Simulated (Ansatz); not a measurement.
Mulliken charges of `N[Si](F)Cl` radical from PBE/def2-TZVPP in Ansatz (PBE0-D4/def2-TZVP geometry).

| atom | x (Å) | y (Å) | z (Å) | charge (e) |
| --- | --- | --- | --- | --- |
| N1 | -0.454 | 0.751 | 0.053 | -0.317 |
| Si2 | 0.438 | -0.601 | -0.476 | 0.461 |
| F3 | 1.951 | -0.348 | -0.031 | -0.255 |
| Cl4 | -0.316 | -2.258 | 0.481 | -0.210 |
| H5 | -1.461 | 0.711 | 0.073 | 0.160 |
| H6 | -0.116 | 1.681 | -0.147 | 0.161 |

By hand: the dipole of these point charges (1 e Å = 4.8032 D).

Σ q r = (-0.338, 0.432, -0.341) e Å, of length 0.646 e Å = 3.10 D.

How does the dipole of the full density compare? (Best estimate.)

Computed: (-0.335, 0.434, -0.146) e Å, 2.73 D; the point charges give 1.14 times that, at 17° from its direction.

Point charges leave out the atoms' own dipoles, such as those of lone pairs, and Mulliken's split depends on the basis, so the close match here is no proof of good charges.
